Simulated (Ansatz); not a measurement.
Cost and result up the ladder for CrCl2 (3 atoms). Total charge 0; quintet. Geometry: PBE-D4/def2-TZVP.

```xyz
3

Cr    0.000    0.000    0.000
Cl   -0.238   -2.034    0.727
Cl    0.238    2.034   -0.727
```

Ansatz on 2 threads of Intel Xeon 6975P-C on a shared host. Times are rough, and most runs start from the orbitals of an earlier one. CAM-B3LYP-D4/def2-TZVP serves as the yardstick here, not as an exact answer. Differences are given only for rows in sets of like size (and for xTB, whose basis is part of the method), since another set adds its own error. Binding counts from free atoms at the same level (Cr septet, Cl doublet; other spins of the atoms weren't run), without zero-point energy or a counterpoise term.

LC-ωPBE has ω = 0.4 bohr⁻¹. B3LYP takes the VWN-RPA correlation. HSE06 is defined as in plane-wave codes, on full-range PBE exchange. Correlated methods freeze 15 core orbitals; core or outer-core shells of Cr are correlated, in sets that lack core-valence functions. HOMO above LUMO, or a gap near zero within one spin, warns that the state may not be the lowest or that an electron is smeared out.

Run but left out: LDA (SPW92)/def2-TZVP (an occupied level 0.17 eV above an empty one).

Correlated methods converge slowly with the basis (MP2 moves by 0.13 eV from def2-TZVP to def2-QZVPP here).

```csv
level,functions,wall time
MP2/def2-TZVP,119,2.9 s
HF/def2-TZVP,119,3.3 s
PBE-D4/def2-SVP,67,3.8 s
revPBE-D4/def2-TZVP,119,6 s
PBE-D4/def2-TZVPD,140,7 s
PBE0-D4/def2-SVP,67,7.5 s
r2SCANh-D4/def2-TZVP,119,9 s
B3LYP-D4/def2-TZVP,119,10 s
PBE-QIDH/def2-TZVP,119,11 s
HSE06-D4/def2-TZVP,119,12 s
CAM-B3LYP-D4/def2-TZVP,119,13 s
PBE0-D4/def2-TZVPD,140,14 s
LC-ωPBE/def2-TZVP,119,21 s
B97M-V/def2-TZVP,119,25 s
```

**Question.** Estimate what each level gives for the binding energy per atom (eV).

**Answer.** 
| level | binding energy per atom (eV) | difference from CAM-B3LYP-D4/def2-TZVP (eV) | remarks |
| --- | --- | --- | --- |
| MP2/def2-TZVP | 2.39 | -0.15 | – |
| HF/def2-TZVP | 1.92 | -0.62 | – |
| PBE-D4/def2-SVP | 2.62 | – | gap within one spin near zero |
| revPBE-D4/def2-TZVP | 2.51 | -0.03 | gap within one spin near zero |
| PBE-D4/def2-TZVPD | 2.60 | 0.06 | gap within one spin near zero |
| PBE0-D4/def2-SVP | 2.45 | – | – |
| r2SCANh-D4/def2-TZVP | 2.48 | -0.06 | – |
| B3LYP-D4/def2-TZVP | 2.51 | -0.03 | – |
| PBE-QIDH/def2-TZVP | 2.48 | -0.06 | – |
| HSE06-D4/def2-TZVP | 2.48 | -0.06 | – |
| CAM-B3LYP-D4/def2-TZVP | 2.54 | 0.00 | – |
| PBE0-D4/def2-TZVPD | 2.48 | -0.06 | – |
| LC-ωPBE/def2-TZVP | 2.48 | -0.06 | – |
| B97M-V/def2-TZVP | 2.49 | -0.05 | – |
